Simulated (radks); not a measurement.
Effect of the nuclear size on neutral osmium, [Xe] 4f14 5d6 6s2. All-electron calculation, Dirac Kohn-Sham, PBE, spin-unpolarised, spherical densities, finite nucleus; open shells fill j = l - 1/2 first; Fermi nuclear charge, rms radius 5.4126 fm. Program: a radial shooting solver on a logarithmic mesh with Libxc functionals. The rms radius is varied about that value; shifts are against it.

[
 {"rms radius (fm)": "4.6873", "total energy shift (eV)": "-18.2", "density at nucleus (e/bohr^3)": "1.766e+06", "1s1/2 shift (meV)": "-7350", "2s1/2 shift (meV)": "-1050", "5s1/2 shift (meV)": "-10.3", "5p1/2 shift (meV)": "0.519", "6s1/2 shift (meV)": "-0.706", "5d5/2 shift (meV)": "0.636", "6p1/2 (empty) shift (meV)": "0.221"},
 {"rms radius (fm)": "5.1257", "total energy shift (eV)": "-7.40", "density at nucleus (e/bohr^3)": "1.709e+06", "1s1/2 shift (meV)": "-2990", "2s1/2 shift (meV)": "-429", "5s1/2 shift (meV)": "-4.19", "5p1/2 shift (meV)": "0.211", "6s1/2 shift (meV)": "-0.287", "5d5/2 shift (meV)": "0.259", "6p1/2 (empty) shift (meV)": "0.090"},
 {"rms radius (fm)": "5.4126", "total energy shift (eV)": "0", "density at nucleus (e/bohr^3)": "1.675e+06", "1s1/2 shift (meV)": "0.000", "2s1/2 shift (meV)": "0.000", "5s1/2 shift (meV)": "0.000", "5p1/2 shift (meV)": "0.000", "6s1/2 shift (meV)": "0.000", "5d5/2 shift (meV)": "0.000", "6p1/2 (empty) shift (meV)": "0.000"},
 {"rms radius (fm)": "5.6129", "total energy shift (eV)": "5.32", "density at nucleus (e/bohr^3)": "1.653e+06", "1s1/2 shift (meV)": "2150", "2s1/2 shift (meV)": "308", "5s1/2 shift (meV)": "3.01", "5p1/2 shift (meV)": "-0.151", "6s1/2 shift (meV)": "0.206", "5d5/2 shift (meV)": "-0.186", "6p1/2 (empty) shift (meV)": "-0.065"},
 {"rms radius (fm)": "6.257", "total energy shift (eV)": "23.2", "density at nucleus (e/bohr^3)": "1.588e+06", "1s1/2 shift (meV)": "9380", "2s1/2 shift (meV)": "1350", "5s1/2 shift (meV)": "13.1", "5p1/2 shift (meV)": "-0.659", "6s1/2 shift (meV)": "0.900", "5d5/2 shift (meV)": "-0.812", "6p1/2 (empty) shift (meV)": "-0.282"}
]

Slopes of the eigenvalues against <r^2> in GHz/fm^2, as finite differences over the two radii next to the reference (eigenvalue slopes, not the field-shift constants of lines): 1s1/2 237000, 2s1/2 34100, 5s1/2 332, 5p1/2 -16.7, 6s1/2 22.8, 5d5/2 -20.5, 6p1/2 (empty) -7.14.
